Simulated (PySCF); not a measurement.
C4H12NSi, SMILES N(CC)(CC)[SiH2], multiplicity 2. The structure is a stationary point at PBE0-D3(BJ)/def2-SVP. The isomer is the one that the SMILES or the coordinates give; other isomers of the formula were not compared. The values are those of a single conformer.

Problem. Give the equilibrium geometry at PBE0-D3(BJ)/def2-SVP (PySCF confirms it by a frequency run) as Cartesian coordinates in Å. (The exact figures need the calculation; the answer reports its results.)

Solution. This is not unique; one that fits is 
```xyz
18

C     -1.8740    -1.5628     0.3087
C     -1.3570    -0.5014    -0.6545
N     -0.0862     0.0995    -0.2879
Si    -0.0932     1.5161     0.7419
C      1.0533    -0.7839    -0.4485
C      2.3996    -0.1069    -0.2885
H     -2.0192    -1.1369     1.3140
H     -1.1783    -2.4108     0.3992
H     -2.8399    -1.9622    -0.0366
H     -2.1057     0.3015    -0.7487
H     -1.2498    -0.9392    -1.6655
H     -1.3600     2.2398     0.3862
H      1.0792     2.3974     0.4216
H      0.9978    -1.6383     0.2560
H      0.9908    -1.2288    -1.4603
H      3.2058    -0.8308    -0.4776
H      2.5139     0.7299    -0.9935
H      2.5422     0.2854     0.7312
```
Charge 0, spin multiplicity 2.
